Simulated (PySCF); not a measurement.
A PySCF script (with the pyscf-properties extension) for the NMR shieldings of `InChI=1S/C3H13NP2Si/c1-3-4(2)7(5)6/h7H,3,5-6H2,1-2H3`, on a GFN2-xTB geometry:

```python
import basis_set_exchange as bse
import numpy as np
from pyscf import gto, dft
from pyscf.prop import nmr

atoms = """
C    -1.498622   -1.185813   -1.037173
C    -0.982493   -1.242082    0.399006
N    -0.403933   -0.003183    0.864113
C    -1.348779    1.066883    1.064890
Si    1.211860    0.436998    0.464746
P     1.283839    1.731519   -1.403998
P     2.361020   -1.480616    0.246883
H    -0.701961   -0.856156   -1.702541
H    -1.836466   -2.169691   -1.352306
H    -2.330656   -0.490719   -1.122293
H    -0.204809   -2.009789    0.475275
H    -1.799200   -1.517896    1.076183
H    -2.225675    0.690653    1.593193
H    -0.882785    1.841984    1.669864
H    -1.674685    1.520539    0.121925
H     1.711716    1.137529    1.662704
H     0.886444    2.883923   -0.747920
H     2.624655    2.056451   -1.287986
H     2.222742   -1.554202   -1.127865
H     3.582639   -0.845654    0.140263
"""
names = dict.fromkeys(["C", "N", "Si", "P", "H"], "pcSseg-1")
basis = {el: gto.basis.parse(bse.get_basis(n, elements=[el], fmt="nwchem")) for el, n in names.items()}
mol = gto.M(atom=atoms, basis=basis, charge=0, verbose=0)
mf = dft.RKS(mol, xc="PBE0")
mf.grids.level = 2
mf.grids.alignment = dft.numint.BLKSIZE   # the property module wants whole blocks of grid points
mf.conv_tol = 1e-9
mf.kernel()

calc = nmr.RKS(mf)   # GIAO
C = mf.mo_coeff
Co = C[:, mf.mo_occ > 0]
resp = mf.gen_response(singlet=True, hermi=2)
def vind(x):   # induced exchange potential for any number of trial vectors
    d = np.einsum("pi,xij,qj->xpq", C, 2 * x.reshape(-1, C.shape[1], Co.shape[1]), Co, optimize=True)
    return np.einsum("xpq,pi,qj->xij", resp(d - d.transpose(0, 2, 1)), C, Co, optimize=True).ravel()
mo1, _ = nmr.rhf.solve_mo1(calc, with_cphf=vind)
sigma = calc.kernel(mo1)
for i, s in enumerate(sigma):   # ppm
    print("%2d %-2s %9.2f" % (i, mol.atom_pure_symbol(i), np.trace(s) / 3))
```

Task: Give the expected output.

Result: 
```
 0 C     170.87
 1 C     135.21
 2 N     232.28
 3 C     148.83
 4 Si    355.10
 5 P     585.89
 6 P     602.26
 7 H      30.82
 8 H      30.94
 9 H      30.16
10 H      28.29
11 H      29.07
12 H      29.38
13 H      28.96
14 H      28.91
15 H      25.87
16 H      29.89
17 H      30.77
18 H      30.53
19 H      30.75
```

These numbers come from an equivalent density-fitted implementation of the same equations, which agrees with the script to about 0.01 ppm for H and up to a few tenths of a ppm for heavy atoms, so last digits may differ.

Task: Turn these shieldings into chemical shifts. Scale: TMS for 13C (186.93 ppm) and 29Si (349.16 ppm) and 1H (31.72 ppm); 15N (267.73 ppm) against NH3; 31P (318.38 ppm) vs H3PO4 (reference shieldings calculated alike).

Result: Averaging equivalent atoms: C 1: 51.7; C 3: 38.1; C 0: 16.1; N 2: 35.4; Si 4: -5.9; P 5/6: -275.7; H 15: 5.84; H 10/11: 3.04; H 12/13/14: 2.63; H 16/17/18/19: 1.23; H 7/8/9: 1.07 ppm. Experimental scales use liquid or dissolved standards, which lie at an offset from isolated NH3 (liquid NH3: subtract about 20 ppm) and H3PO4.

Size and cost of the density-fitted run: 205 basis functions, 89 s wall time on 1 thread of an Intel Xeon, shared host; peak memory 0.92 GiB.
